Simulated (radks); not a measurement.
Results of a calculation; reference values are marked as such.
Problem. Neutral argon, [Ar]. Code: a radial shooting solver on a logarithmic mesh with Libxc functionals. Model: non-relativistic Kohn-Sham, PBE, spin-polarised, spherical densities, point nucleus. Every spin shell is full or empty, so the densities are truly spherical. Functionals are evaluated on that one density, not self-consistently. Rank these orbital-free kinetic functionals by their error against the exact value of the orbitals, and give that value: Thomas-Fermi, TF + vW, TF + vW/9, TF + vW/5, LC94, APBEK, Perdew 92, Thakkar.

Solution. Exact: 526.733 hartree. From best to worst, with 100 (|E| - |E exact|)/|E exact| (equal figures are ties): Thakkar -0.09, LC94 +0.16, APBEK +0.29, Perdew 92 -0.54, TF + vW/9 -0.56, TF + vW/5 +4.64, Thomas-Fermi -7.05, TF + vW +51.39.
